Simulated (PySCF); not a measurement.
**Where the electron goes**

Compound: BCl2(iBu), C4H9BCl2.
Structure used (PBE0-D3(BJ)/def2-SVP), in Å, numbered top down from 1:
```xyz
16
C4H9BCl2 angstrom
B      0.7974    1.2569    1.2691
Cl     2.5551    1.2582    1.2694
Cl    -0.0018    2.8220    1.2511
C     -0.0152   -0.0800    1.2790
C     -0.3797   -0.6380   -0.1198
C      0.8534   -0.9675   -0.9537
C     -1.3327    0.2765   -0.8810
H     -0.9486    0.0793    1.8443
H      0.5713   -0.8420    1.8181
H     -0.9137   -1.5865    0.0677
H      1.4147   -0.0584   -1.2239
H      0.5665   -1.4686   -1.8910
H      1.5448   -1.6310   -0.4124
H     -0.8602    1.2404   -1.1286
H     -2.2385    0.4956   -0.2949
H     -1.6471   -0.1909   -1.8269
```

Computed with TDDFT wB97X-D/def2-SVPD, vertical, gas phase, core orbitals frozen in the response in PySCF.

Kohn–Sham orbitals with the atoms that hold most of them (Löwdin shares over 4%, at most four atoms; ? is withheld):

```csv
orbital,ε (eV),atoms
LUMO+2,2.64,"Cl2 13%, Cl3 12%, H10 11%, C7 9%"
LUMO+1,1.63,"B1 46%, Cl3 15%, Cl2 15%"
LUMO,?,"B1 43%, Cl3 18%, Cl2 18%, C4 10%"
HOMO,-10.52,?
HOMO-1,-10.79,?
HOMO-2,-11.29,"Cl2 42%, Cl3 42%, B1 8%"
HOMO-3,-11.41,"C5 21%, C4 20%, C7 12%, C6 12%"
```

(1) Give the leading atoms of the HOMO.

(2) Give the leading atoms of the HOMO-1.

(3) What is the LUMO energy, and the HOMO–LUMO gap?

## Answers

(1) Cl3 (bonded to B) 18%; C4 (bonded to B, C and 2 H) 17%; Cl2 (bonded to B) 16%; C5 (bonded to 3 C and H) 13%. By element: chlorine 34%, carbon 30% or more.

(2) Cl2 (bonded to B) 45%; Cl3 (bonded to B) 41%.

(3) ε(LUMO) = 0.42 eV; the gap is 10.94 eV (0.4020 hartree).

Problem. The HOMO–LUMO gap is 10.94 eV. Where does the response calculation put the lowest singlet, and from which orbitals?

Solution. S1 is at 5.91 eV (f = 0.0028), 5.03 eV below the gap, made of HOMO→LUMO (91%). 

Problem. One configuration dominates each of S1, S2 and S3. Which, and how do the shares of the two leading atoms of either orbital change from the occupied to the empty one?

Solution. 
- S1 (5.91 eV, f 0.0028), HOMO→LUMO (91%): Cl3 18% → 18%, C4 17% → 10%, B1 at most 13% → 43%
- S2 (6.09 eV, f 0.0000), HOMO-1→LUMO (97%): Cl2 45% → 18%, Cl3 41% → 18%, B1 at most 4% → 43%
- S3 (7.16 eV, f 0.114), HOMO-2→LUMO (94%): Cl2 42% → 18%, Cl3 42% → 18%, B1 8% → 43%

Löwdin shares depend on the basis, the more so with diffuse functions.

One conformer stands for the species.
